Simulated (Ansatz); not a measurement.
C₂HCl₃, charge -1, doublet, at a GFN2-xTB geometry (a state made from the parent by changing its charge; the spin is typed, not shown lowest) (a gas-phase anion, which may not be bound at this level); B2PLYP/STO-3G (Ansatz, a program for electronic structure).

The Ansatz input:
Ansatz 0.2 input:
```yaml
crystal:
  periodic: [false, false, false]
  atoms:
    - {symbol: Cl, position_ang: [2.22611663, 0.55357703, 0.15462765]}
    - {symbol: C, position_ang: [0.96945753, -0.61913108, -0.06209815]}
    - {symbol: C, position_ang: [-0.26929125, -0.35778945, 0.36819423]}
    - {symbol: Cl, position_ang: [-1.12701225, 1.49269630, -0.33717137]}
    - {symbol: Cl, position_ang: [-1.42499971, -1.61107533, 0.10439553]}
    - {symbol: H, position_ang: [1.33922314, -1.53684296, -0.50805756]}
basis:
  gaussian:
    orbitals: STO-3G
hamiltonian:
  xc: {name: B2PLYP}
total_charge: -1
magnetization: {spin_polarized: true, initial_magnetization: 1}
```

The log (banner, timings and long lists left out):

```
Functional definition: B2PLYP
446 factors; integrals over basis functions are off by at most 2.7e-5 eV
mean field evaluation 1: about -39198.6580 eV, gradient 1.5e1 eV
mean field evaluation 2: about -39198.7310 eV, gradient 1.5e1 eV
mean field evaluation 4: about -39201.3232 eV, gradient 1.2e0 eV
mean field evaluation 8: about -39201.3685 eV, gradient 8.4e-2 eV
mean field evaluation 16: about -39201.3688 eV, gradient 4.2e-5 eV
mean field -39201.36884645 eV, -1440.6237334649 hartree, gradient 2.8e-6 eV, S^2 0.756626; 0 other end points of the search recorded, 0 dependent functions left out
17 core orbitals not correlated
reference -39201.36896066 eV, -1440.6237376618 hartree; 16, 15 occupied and 5, 6 virtual orbitals, 446 factors
second order -4.33641051 eV of doubles, -0.00000000 eV of singles
Total energy: -39202.53979149 eV, -1440.6667649015 hartree
```
